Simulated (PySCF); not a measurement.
# MoBr: one state, many levels of theory

State: ⁶Σ⁺ (sextet), unpaired electrons σ ↑, π ↑↑, δ ↑↑. Set-up: Mo def2-TZVPP with ECP28, Br def2-TZVPP; scalar-relativistic core potentials (PySCF 2.14). De refers to Mo (4d5 5s1) + Br in their high-spin ground configurations, without counterpoise correction. The functionals are run spin-unrestricted. A positive dipole means Mo(−)Br(+).

```csv
Level,Re (Å),ωe (cm⁻¹),De (eV),μ (D),"CPU s a point (SCF and correlation, without the integrals)"
UHF,2.546,232,n/a,-6.70,1.8
UHF-MP2,2.417,279,n/a,n/a,3.2
UHF-SCS-MP2,2.437,269,n/a,n/a,n/a
PBE,2.425,269,3.49,-3.78,2.1
revPBE,2.439,263,3.30,-3.87,1.1
r²SCAN,2.432,270,3.39,-4.17,2.3
r²SCANh,2.434,270,3.34,-4.42,3.2
PBE0,2.433,268,3.35,-4.62,3.7
B97-3,2.454,259,3.50,-4.64,2.3
MN15,2.412,279,3.56,-4.69,3.7
ωB97M-V,2.451,264,3.40,-5.10,10
```

Problem. What does a quarter of exact exchange do here, going from PBE to PBE0?

Solution. PBE0 less PBE: +0.8 pm in Re, -0.4 % in ωe, -0.14 eV in De. Exact exchange removes part of the self-interaction that spreads semilocal densities, and in most molecules shortens and stiffens the bond and lowers De; here Re goes the other way.

Problem. What does second-order correlation do here, going from UHF to UHF-MP2?

Solution. UHF-MP2 less UHF: -12.9 pm in Re, +20.3 % in ωe. Correlation nearly always deepens the well. The bond shortens, as in weak, metallic or heavy-atom bonds, where dispersion and the correlation of outer-core electrons pull the atoms together.

Correlated steps freeze 9 core orbitals. The metal atom is held in its measured ground configuration; semilocal functionals can put another filling of s and d lower by some tenths of an eV, and De to that atom would be smaller. Spin–orbit coupling is left out, which matters for elements this heavy, above all for dissociation energies. With d or f electrons several states lie close, and the lowest PBE0 determinant need not be the measured ground state.

The whole job (state search and all levels along the bond) took about 6.2 min on 2 threads of Intel Xeon Platinum 8488C (shared host), peak memory 3.7 GiB.
